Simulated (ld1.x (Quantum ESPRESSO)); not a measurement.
**Transferability test, RRKJ potential for Ta (Z = 73)**

- Element: tantalum (Ta)
- Generator: ld1.x (Quantum ESPRESSO) 7.5
- Type: norm-conserving RRKJ (Kleinman–Bylander form)
- Functional: PBE
- Relativity: scalar-relativistic
- Frozen core: [Kr] 4d10 4f14
- Valence charge: 13
- Reference configuration: 5s2 5p6 5d3 6s1 6p1
- Partial waves: 5s (bound): rc 1.75 bohr; 5p (bound): rc 2.10 bohr; 5d (bound): rc 1.55 bohr; 5f channel at -0.2 Ry: rc 2.10 bohr
- Local potential: all-electron potential smoothed inside 1.65 bohr (lloc = -1)
- Core correction: none

Occupied shells without a wave of their own: 6p, 6s. They enter only through the test configuration that unscreens the potential.

Energies are relative to the spin-unpolarised reference configuration 5s2 5p6 5d3 6s1 6p1; without spin polarisation the order of configurations can differ from experiment.

```tsv
valence configuration	charge	ΔE all-electron (eV)	error AE − PS (meV)
5s2 5p6 5d3 6s2 6p0	0	-4.178	+126
5s2 5p6 5d3 6s1 6p0	+1	4.289	-57
5s2 5p6 5d3 6s0 6p0	+2	19.261	-328
5s2 5p6 5d4 6s1 6p0	0	-2.085	-24
5s2 5p6 5d4 6s0 6p0	+1	5.723	-220
5s2 5p6 5d1 6s0 6p0	+4	77.907	-674
5s2 5p6 5d2 6s2 6p0	+1	3.502	+151
```

Levels in the configuration 5s2 5p6 5d1 6s0 6p0:

| level | all-electron (eV) | pseudo (eV) |
| --- | --- | --- |
| 5s | -114.910 | -115.395 |
| 5p | -80.625 | -81.038 |
| 5d | -41.149 | -41.368 |

The 6p, 6s levels have no wave, so the channel is fitted at the deeper level alone: the likely source of the large errors.
